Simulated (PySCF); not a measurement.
# A series of derivatives of C=CC(C)=NC[SiH3]

Parent skeleton `[CH2:1]=[CH:2][C:3]([CH3:4])=[N:5][CH2:6][SiH3:7]`; one hydrogen on atom 6 is replaced by X. Hydrogens on one atom are averaged.

Level of theory: GFN2-xTB geometry, PBE0/pcSseg-1 with gauge-including orbitals, in PySCF (no relativistic terms, averaged over atoms made equivalent by symmetry, fast rotation or ring inversion, no solvent model, one computed conformer).

δ = σ(ref) − σ, references computed at the same level: TMS for ¹³C (186.93 ppm), ²⁹Si (349.16 ppm), ¹H (31.72 ppm); ¹⁵N (267.73 ppm) vs NH3.

Parent (X = H): C1 127.6, C2 130.5, C3 165.1, C4 27.1, N5 377.4, C6 39.2, Si7 -74.3, H(C1) 5.80, H(C2) 6.89 ppm. Effects are Δδ = δ(X) − δ(H), positive for deshielding.

Q: Order these by the shift of C2, most shielded first.
A. X = CH3
B. X = CN
C. X = CH2F

A: C (+2.5 ppm), B (+5.1 ppm), A (+22.7 ppm).

Q: Order these by the shift of C3, most shielded first.
A. X = CN
B. X = CH2F
C. X = vinyl

A: C (-1.2 ppm), B (+0.5 ppm), A (+5.1 ppm).

Q: Order these by the shift of H(C1), most shielded first.
A. X = CN
B. X = CH2F
C. X = CH3

A: C (-0.11 ppm), B (+0.11 ppm), A (+0.23 ppm).

Experimental scales use liquid or dissolved standards, which lie at an offset from isolated NH3 (liquid NH3: subtract about 20 ppm). Unscaled 15N shifts of sp2 nitrogen come out 20 to 40 ppm too high even then.
